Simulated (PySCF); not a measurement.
# Effect of structural changes

Theory: TDDFT CAM-B3LYP/aug-cc-pVDZ excited states, vertical, gas phase (PySCF). Geometry: PBE0-D3(BJ)/def2-SVP.

Each molecule in one low-energy conformer.

The calculation is non-relativistic, which matters for the atoms heavier than Zn.

Question: How does the largest two-photon cross section among the few lowest singlets (linear parallel light, single beam, Lorentzian half width 0.1 eV, states within 0.08 eV summed) change along this series?
- CC=C=C=C=C(C)[SiH3] (H replaced by SiH3)
- CC=C=C=C=C(C)[Se]C (H replaced by SeCH3)
- CC=C=C=C=C(C)Br (H replaced by Br)

Answer: 
```csv
molecule,S1 (eV),f(S1),largest σ (GM),at photon λ (nm)
CC=C=C=C=C(C)[SiH3],3.55,0.000,0.9,428
CC=C=C=C=C(C)[Se]C,3.19,0.000,3.1,573
CC=C=C=C=C(C)Br,3.36,0.000,1.1,544
```
The largest two-photon cross section among the few lowest singlets (linear parallel light, single beam, Lorentzian half width 0.1 eV, states within 0.08 eV summed) is lowest for CC=C=C=C=C(C)[SiH3] and highest for CC=C=C=C=C(C)[Se]C.
